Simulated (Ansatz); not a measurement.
Basis-set extrapolation for C₄H₇AlO, SMILES `C#CO[CH2][AlH][CH3]` (PBE0-D4/def2-TZVP geometry, frozen core, Ansatz 0.2.0). Multiplicity 1, RHF reference.

```csv
,def2-TZVPP,def2-QZVPP
HF,-472.324815,-472.342267
MP2 correlation,-0.967062,-1.033004
CCSD(T) correlation,-1.052517,not run
```

Energies in hartree. Use E(X) = E(∞) + A·exp(−7.88·√X) for Hartree–Fock and E(X) = E(∞) + B·X^(−2.97) for correlation, with X = 3 and 4, and add CCSD(T) minus MP2 of the smaller set to the MP2 limit.

Question: What is the CCSD(T) energy at the basis-set limit?

Answer: HF limit: -472.342267 + (-0.017452) × 0.13774 = -472.34467. MP2 limit: -1.033004 + (-0.065942) × 0.74074 = -1.08185. Higher-order term: -1.052517 − (-0.967062) = -0.08545. Total: -473.51197 hartree, 3.66 eV below CCSD(T)/def2-TZVPP.
